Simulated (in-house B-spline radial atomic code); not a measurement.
**Zr3+: [Kr] 4d1**

Level of theory: non-relativistic LC-wPBE, spin-polarised, spherical fractional occupations, exact exchange averaged over the configuration, point nucleus; calculated with an all-electron radial atomic-structure program (B-spline basis).

Z_r = [3n² - l(l+1)]/(2<r>); Z_e = n√(-2ε); the last column is Slater's effective charge. Values are occupation-weighted means over spin.

```
shell  electrons   ε (eV)  <r> (bohr)    Z_r    Z_e  Slater
   1s          2   -17455     0.03814  39.33  35.82   39.70
   2s          2  -2410.5      0.1673  35.86  26.62   35.85
   2p          6  -2211.6      0.1437  34.80  25.50   35.85
   3s          2  -422.25      0.4698  28.73  16.71   28.75
   3p          6  -347.52      0.4669  26.77  15.16   28.75
   3d         10  -211.39      0.4513  23.27  11.83   18.85
   4s          2  -85.334       1.233  19.47  10.02   12.25
   4p          6  -64.053       1.349  17.05   8.68   12.25
   4d          1  -33.519       1.798  11.68   6.28    4.00
```

The least bound orbital is 4d up at -33.52 eV, and it is also the most diffuse (<r> = 1.798 bohr).
